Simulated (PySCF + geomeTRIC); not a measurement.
A geometry relaxed with PySCF + geomeTRIC with M06-2X/def2-TZVP, charge 0, multiplicity 1:

```xyz
9

H     -0.4161     0.2437     2.1721
O     -0.6436     0.6461     1.3318
O     -0.7980    -1.3129    -0.5978
O      1.4869    -0.5119     0.3715
Si    -0.0124    -0.0117    -0.0163
O     -0.0953     1.1324    -1.1706
H      1.8941    -1.1746    -0.1895
H      0.0463     2.0431    -0.9055
H     -1.5741    -1.1586    -1.1397
```

Q: Write the SMILES of this molecule.

A: `O[Si](O)(O)O`
